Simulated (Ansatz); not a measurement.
ZrCl₄⁺. Charge 1, multiplicity 2. Geometry r2SCAN-D4/def2-SVP, that of the neutral singlet; atoms count from 1.

Cartesian coordinates in Å:
```
Zr 0.0000 0.0000 0.0000
Cl -0.0590 1.5806 1.7092
Cl 0.1289 1.0850 -2.0565
Cl -1.9334 -1.2960 0.0741
Cl 1.8635 -1.3696 0.2732
```

In the def2 sets Zr takes a core potential; there is no spin–orbit coupling.

Problem. Estimate the Mulliken populations from the PBE0/def2-TZVP orbitals of Ansatz.

Solution. 
```tsv
atom	charge (e)	spin (α − β)	d electrons
Zr1	1.35	-0.16	1.98
Cl2	-0.09	0.29	–
Cl3	-0.09	0.29	–
Cl4	-0.09	0.29	–
Cl5	-0.09	0.29	–
```
Mulliken values depend strongly on the basis.

Problem. Where does the spin sit?

Solution. Summed by element: Zr -0.16, Cl 1.16, of 1 unpaired in all. Largest on single atoms: Cl3 0.29, Cl2 0.29, Cl4 0.29.

Problem. And the Mayer bond orders between heavy atoms (over 0.3)?

Solution. Zr1–Cl2 1.10 (2.33 Å); Zr1–Cl3 1.10 (2.33 Å); Zr1–Cl4 1.10 (2.33 Å); Zr1–Cl5 1.10 (2.33 Å).
